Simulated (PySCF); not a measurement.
Identify the unknown among the candidates.

All candidates are C6H9NSi.

* UV, strongest line: among the 6 lowest singlet transitions: S3 at 5.56 eV (223 nm, f = 0.308) [TDDFT PBE0/def2-SVPD]
* NMR, other nuclei: isotropic shieldings of nuclei other than C and H, by class: 106 (1 N), 400 (1 Si) ppm [GIAO PBE0/pcSseg-1]
* UV, first state: lowest singlet excitation: 5.12 eV (242 nm, f = 0.004) [TDDFT PBE0/def2-SVPD]
* Triplet: lowest triplet excitation (Tamm–Dancoff): 3.39 eV [TDA PBE0/def2-SVPD]
* Dipole: 2.12 D [PBE0/def2-SVPD]
* Polarisability: 107.7 au [PBE0/def2-SVPD]
* Rotational structure: rotational constants A, B, C: 6.198, 0.888, 0.784 GHz [GFN2-xTB]
* 13C NMR: chemical shifts (computed TMS as zero) by class: 136.8 (1 C), 133.9 (1 C), 129.6 (1 C), 129.5 (1 C), 114.8 (1 C), 114.6 (1 C) ppm [GIAO PBE0/pcSseg-1]
* 1H NMR: chemical shifts (computed TMS as zero) by class: 7.00 (1 H), 6.81 (1 H), 6.64 (1 H), 6.55 (1 H), 5.81 (1 H), 5.27 (1 H), 5.06 (3 H) ppm [GIAO PBE0/pcSseg-1]

Gas-phase values; electronic properties from PySCF, density fitting. Levels stand in brackets. Geometry: GFN2-xTB, one conformer, isolated molecule. Each NMR value is the plain mean over a class of atoms that symmetry, rotation or inversion makes alike.

Question: Which candidate is it?
A. `C#C[C@H]1[SiH2]CN1C=C`
B. `C=Cc1ccn([SiH3])c1`
C. `C=C[SiH2]n1cccc1`
D. `C=C1CN(C2=CC2)[SiH2]1`
E. `CCC1=C[C@@H](C#N)[SiH2]1`

Answer: B. It is `C=Cc1ccn([SiH3])c1`. Numbering: `[CH2:1]=[CH:2][c:3]1[cH:4][cH:5][n:6]([SiH3:7])[cH:8]1`. Its formula, C6H9NSi, gives 4 degrees of unsaturation: 1 ring and 3 π bonds in the structure found (Kekulé form). 6 carbons fall into 6 classes; from least to most shielded: alkene CH carbon [C2] (136.8 ppm), substituted aromatic carbon [C3] (133.9 ppm), aromatic CH next to a ring nitrogen [C5] (129.6 ppm), aromatic CH next to a ring nitrogen [C8] (129.5 ppm), aromatic CH carbon [C4] (114.8 ppm), terminal =CH2 carbon [C1] (114.6 ppm). Hydrogen classes from least to most shielded: 1 H on an aromatic CH carbon, C4 (7.00 ppm), 1 H on an alkene CH carbon, C2 (6.81 ppm), 1 H on an aromatic CH next to a ring nitrogen, C5 (6.64 ppm), 1 H on an aromatic CH next to a ring nitrogen, C8 (6.55 ppm), 1 H on a terminal =CH2 carbon, C1 (5.81 ppm), 1 H on a terminal =CH2 carbon, C1 (5.27 ppm), 3 H on an SiH3 silicon, Si7 (5.06 ppm). The other shieldings belong to: 106 ppm, pyrrole-type nitrogen [N6]; 400 ppm, SiH3 silicon [Si7]. By its constants the optimised geometry is an asymmetric top.

The others, at the same levels:
- `C=C[SiH2]n1cccc1` fails: it has 4 carbon classes against 6; its computed 13C shifts are 143.7 (1 C), 142.6 (1 C), 127.7 (2 C), 117.9 (2 C) ppm, 1H shifts are 6.75 (2 H), 6.63 (2 H), 6.54 (1 H), 6.35 (1 H), 6.09 (1 H), 5.40 (2 H) ppm and rotational constant A is 4.967 GHz (against 6.198 GHz).
- `CCC1=C[C@@H](C#N)[SiH2]1` fails: its computed 13C shifts are 167.5 (1 C), 148.2 (1 C), 125.0 (1 C), 31.6 (1 C), 17.4 (1 C), 14.6 (1 C) ppm, 1H shifts are 6.74 (1 H), 5.14 (1 H), 5.01 (1 H), 2.64 (1 H), 2.29 (1 H), 2.23 (1 H), 1.05 (3 H) ppm and lowest singlet excitation is 6.12 eV (203 nm, f = 0.012) (against 5.12 eV).
- `C#C[C@H]1[SiH2]CN1C=C` fails: its computed 13C shifts are 147.3 (1 C), 87.7 (1 C), 85.2 (1 C), 82.0 (1 C), 45.8 (1 C), 38.2 (1 C) ppm, 1H shifts are 6.47 (1 H), 4.88 (1 H), 4.60 (1 H), 4.41 (1 H), 4.05 (1 H), 3.63 (1 H), 3.32 (1 H), 3.31 (1 H), 2.07 (1 H) ppm and lowest singlet excitation is 4.40 eV (282 nm, f = 0.002) (against 5.12 eV).
- `C=C1CN(C2=CC2)[SiH2]1` fails: its computed 13C shifts are 152.9 (1 C), 132.8 (1 C), 129.2 (1 C), 69.2 (1 C), 64.7 (1 C), 12.2 (1 C) ppm, 1H shifts are 6.13 (1 H), 5.95 (1 H), 5.71 (2 H), 5.11 (1 H), 4.85 (2 H), 1.52 (2 H) ppm and lowest singlet excitation is 4.16 eV (298 nm, f = 0.091) (against 5.12 eV).

Each candidate is one conformer, not necessarily the lowest. Dipoles, sizes and rotational constants follow the conformer. The torsions of the flexible species, by atom-mapped SMILES:
- `[CH2:1]=[CH:2][c:3]1[cH:4][cH:5][n:6]([SiH3:7])[cH:8]1`: C1–C2–C3–C4 0°
- `[CH2:1]=[CH:2][SiH2:3][n:4]1[cH:5][cH:6][cH:7][cH:8]1`: C1–C2–Si3–N4 -177°, C2–Si3–N4–C5 -91°
- `[CH3:1][CH2:2][C:3]1=[CH:4][C@@H:5]([C:6]#[N:7])[SiH2:8]1`: C1–C2–C3–C4 130°
- `[CH:1]#[C:2][C@H:3]1[SiH2:4][CH2:5][N:6]1[CH:7]=[CH2:8]`: C5–N6–C7–C8 -15°
- `[CH2:1]=[C:2]1[CH2:3][N:4]([C:5]2=[CH:6][CH2:7]2)[SiH2:8]1`: C3–N4–C5–C6 180°
